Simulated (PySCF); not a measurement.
Be(Me)2 (C₂H₆Be), SMILES [CH3][Be][CH3]. Heavy atoms are numbered as in [Be:1]([CH3:2])[CH3:6]. Hydrogens are named by the atom that carries them.

Geometry: r2SCAN-D4/def2-TZVP. The isomer is the one that the SMILES or the coordinates give; other isomers of the formula were not compared.

The numbers are results of PBE0/pcSseg-2 in PySCF, not measurements.

GIAO shieldings, no solvent; atoms alike by connectivity are averaged. δ = σ(ref) − σ: ¹³C against TMS (σ = 186.1 ppm); ¹H against TMS (σ = 31.54 ppm), references at their B3LYP-D3(BJ)/def2-TZVP geometries, non-relativistic.

Computed chemical shifts:
| nucleus | atoms | count | δ (ppm) |
|---|---|---|---|
| ¹³C | C2 (CH3) | 2 | -13.1 |
| ¹H | H on C2 | 6 | -0.68 |
